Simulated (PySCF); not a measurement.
Compound: WNF3 (singlet state).
Bonds: W1–N2, W1–F3, W1–F4, W1–F5.

Method used: PBE0-D3(BJ)/def2-SVP geometry optimisation, gas phase, def2 core potentials past Kr (PySCF).

Q: How far are the bound atoms from W1?

A: 4 atoms: N2 1.651 Å, F3 1.859 Å, F4 1.860 Å, F5 1.860 Å.

Q: List the angles at W1.

A: 
```json
{"angle": "F3–W1–F4", "degrees": "114.8", "distance of the outer atoms (Å)": "3.13"}
{"angle": "F3–W1–F5", "degrees": "114.7", "distance of the outer atoms (Å)": "3.13"}
{"angle": "F4–W1–F5", "degrees": "114.5", "distance of the outer atoms (Å)": "3.13"}
{"angle": "N2–W1–F5", "degrees": "103.6", "distance of the outer atoms (Å)": "2.76"}
{"angle": "N2–W1–F3", "degrees": "103.6", "distance of the outer atoms (Å)": "2.76"}
{"angle": "N2–W1–F4", "degrees": "103.5", "distance of the outer atoms (Å)": "2.76"}
```

Q: What is the shape at W1?

A: Distorted tetrahedral: angles from 103.5° to 114.8°; τ4 = (360° − α − β)/141° = 0.93 with α and β the two widest (0 for a square, 1 for a tetrahedron).

Q: What are the rotational constants (commonest isotopes, rigid rotor)?

A: A = 3559, B = 3553, C = 2714 MHz: an oblate symmetric top.

Point group: C3v (every atom within 0.08 Å of its image). Charge 0, singlet. Stationary, but not proved a minimum.
